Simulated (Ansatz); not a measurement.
Frontier orbitals of H₄I₂N₂Zr, SMILES `[NH2][Zr]([NH2])([I])[I]`.

Z-matrix (Å, degrees):
```
Zr
N 1 1.997
I 1 2.735 2 110.2
N 1 2.001 2 105.1 3 -116.9
I 1 2.735 2 110.3 3 126.3
H 2 1.012 1 125.1 3 22.9
H 2 1.012 1 125.1 3 -149.1
H 4 1.013 1 123.8 2 180.0
H 4 1.010 1 126.8 2 -0.0
```

Total charge 0; spin multiplicity 1. Correlated methods include outer-core shells of I, Zr, which these sets cover unevenly. Zr, I: def2 effective core potential. All single points use the PBE0-D4/def2-TZVP geometry. It is one conformer, not always the lowest. Basis def2-TZVPP, the Gaussian-basis code of Ansatz.

Orbital energies of one run (eV). Highest occupied ones, from the top: -6.46, -6.79, -6.84, -7.05, -7.38, -7.40, -7.75, -8.05, -9.90, -10.07, -12.64, -12.80, -17.40, -17.49. Empty: -2.43, -2.27, -1.44, -1.34, -0.73, -0.45.

(1) Which functional gave them?
A. r2SCANh
B. BHLYP
C. r2SCAN
D. BLYP

Answers

(1) C. HOMO energies: r2SCAN -6.46, r2SCANh -6.88, BHLYP -8.26, BLYP -5.98 eV.
